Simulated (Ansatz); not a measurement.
Ansatz (an electronic-structure program) input (B3LYP-D3(BJ)/def2-TZVP):

Ansatz 0.2 input:
```yaml
crystal:
  periodic: [false, false, false]
  atoms:
    - {symbol: La, position_ang: [0.99398699, 0.67165279, 0.16502702]}
    - {symbol: F, position_ang: [-0.97884956, 0.71098670, -1.19057597]}
    - {symbol: F, position_ang: [-0.00251577, -1.33007600, 1.02106784]}
basis:
  gaussian:
    orbitals: def2-TZVP
hamiltonian:
  xc: b3lyp
  dispersion: d3bj
magnetization: {spin_polarized: true, initial_magnetization: 1}
relax: {f_tol: 0.002, max_steps: 150}
```

Output:

```
Functional definition: B3LYP
integrals: 0.03 GiB planned
659 factors; their error is unknown
mean field: 0.34 GiB planned
mean field evaluation 1: about -6290.2111 eV, gradient 4.7e1 eV
mean field evaluation 2: about -5787.2051 eV, gradient 2.9e2 eV
mean field evaluation 4: about -6298.0359 eV, gradient 7.3e0 eV
mean field evaluation 8: about -6298.3058 eV, gradient 1.5e-1 eV
mean field evaluation 16: about -6298.3349 eV, gradient 5.4e-4 eV
mean field evaluation 32: about -6298.3349 eV, gradient 2.9e-5 eV
mean field -6298.33486022 eV, -231.4595369485 hartree, gradient 2.9e-5 eV, S^2 0.750609; 5 other end points of the search recorded, 0 dependent functions left out
the calculation of the forces begins
reference -6298.33509842 eV, -231.4595457022 hartree; 15, 14 occupied and 87, 88 virtual orbitals, 659 factors
relax step   1: F+E_penalty+E_count = -6298.40606881 eV  Δ(F+E_penalty+E_count) = +0.000e0 eV  max|allowed force component| = 4.238e0 eV/Å  Δτ_max = 0.0000 Å  (61 SCF iters, accepted)
these checks for a lower state are left out or cut short: starts, cluster_reference, orbital_swaps, neighbouring_geometries, increment
integrals: 0.03 GiB planned
659 factors; their error is unknown
mean field: 0.34 GiB planned
mean field -6299.45934061 eV, -231.5008608405 hartree, gradient 2.3e-5 eV, S^2 0.750462; 0 other end points of the search recorded, 0 dependent functions left out
the calculation of the forces begins
reference -6299.45957954 eV, -231.5008696211 hartree; 15, 14 occupied and 87, 88 virtual orbitals, 659 factors
relax step   2: F+E_penalty+E_count = -6299.53161232 eV  Δ(F+E_penalty+E_count) = -1.126e0 eV  max|allowed force component| = 1.032e0 eV/Å  Δτ_max = 0.1950 Å  (40 SCF iters, accepted)
these checks for a lower state are left out or cut short: starts, cluster_reference, orbital_swaps, neighbouring_geometries, increment
integrals: 0.03 GiB planned
659 factors; their error is unknown
mean field: 0.34 GiB planned
mean field -6299.57956855 eV, -231.5052791358 hartree, gradient 2.0e-5 eV, S^2 0.750432; 0 other end points of the search recorded, 0 dependent functions left out
the calculation of the forces begins
reference -6299.57981074 eV, -231.5052880361 hartree; 15, 14 occupied and 87, 88 virtual orbitals, 659 factors
relax step   3: F+E_penalty+E_count = -6299.65088492 eV  Δ(F+E_penalty+E_count) = -1.193e-1 eV  max|allowed force component| = 3.075e-1 eV/Å  Δτ_max = 0.1335 Å  (37 SCF iters, accepted)
these checks for a lower state are left out or cut short: starts, cluster_reference, orbital_swaps, neighbouring_geometries, increment
integrals: 0.03 GiB planned
659 factors; their error is unknown
mean field: 0.34 GiB planned
mean field -6299.60517128 eV, -231.5062200188 hartree, gradient 8.4e-6 eV, S^2 0.750416; 0 other end points of the search recorded, 0 dependent functions left out
the calculation of the forces begins
reference -6299.60541526 eV, -231.5062289848 hartree; 15, 14 occupied and 87, 88 virtual orbitals, 659 factors
relax step   4: F+E_penalty+E_count = -6299.67591451 eV  Δ(F+E_penalty+E_count) = -2.503e-2 eV  max|allowed force component| = 1.092e-1 eV/Å  Δτ_max = 0.0835 Å  (35 SCF iters, accepted)
these checks for a lower state are left out or cut short: starts, cluster_reference, orbital_swaps, neighbouring_geometries, increment
integrals: 0.03 GiB planned
659 factors; their error is unknown
mean field: 0.34 GiB planned
mean field evaluation 64: about -6299.6079 eV, gradient 1.5e-5 eV
mean field -6299.60790754 eV, -231.5063205746 hartree, gradient 1.5e-5 eV, S^2 0.750409; 0 other end points of the search recorded, 0 dependent functions left out
the calculation of the forces begins
reference -6299.60815221 eV, -231.5063295661 hartree; 15, 14 occupied and 87, 88 virtual orbitals, 659 factors
relax step   5: F+E_penalty+E_count = -6299.67845674 eV  Δ(F+E_penalty+E_count) = -2.542e-3 eV  max|allowed force component| = 4.932e-3 eV/Å  Δτ_max = 0.0320 Å  (36 SCF iters, accepted)
these checks for a lower state are left out or cut short: starts, cluster_reference, orbital_swaps, neighbouring_geometries, increment
integrals: 0.03 GiB planned
659 factors; their error is unknown
mean field: 0.34 GiB planned
mean field -6299.60793361 eV, -231.5063215327 hartree, gradient 1.4e-5 eV, S^2 0.750409; 0 other end points of the search recorded, 0 dependent functions left out
the calculation of the forces begins
reference -6299.60817834 eV, -231.5063305260 hartree; 15, 14 occupied and 87, 88 virtual orbitals, 659 factors
relax step   6: F+E_penalty+E_count = -6299.67846721 eV  Δ(F+E_penalty+E_count) = -1.047e-5 eV  max|allowed force component| = 1.080e-3 eV/Å  Δτ_max = 0.0023 Å  (30 SCF iters, accepted)
integrals: 0.03 GiB planned
659 factors; their error is unknown
mean field: 0.34 GiB planned
mean field evaluation 96: about -6299.1402 eV, gradient 3.2e0 eV
mean field -6299.60793361 eV, -231.5063215327 hartree, gradient 1.4e-5 eV, S^2 0.750409; 5 other end points of the search recorded, 0 dependent functions left out
the calculation of the forces begins
reference -6299.60817834 eV, -231.5063305260 hartree; 15, 14 occupied and 87, 88 virtual orbitals, 659 factors
Total energy: -6299.67871193 eV, -231.5089225879 hartree
Atom 0 at     0.662937     0.452802     0.109380 Å, force    -0.001080    -0.000713    -0.000182 eV/Å
Atom 1 at    -0.868783     0.936219    -1.288280 Å, force     0.000762    -0.000106     0.000593 eV/Å
Atom 2 at     0.218468    -1.336458     1.174419 Å, force     0.000319     0.000819    -0.000410 eV/Å
Dipole moment:     0.684612     0.452383     0.115230 e Å
```

The spin state was set by rule; other spins were not relaxed.
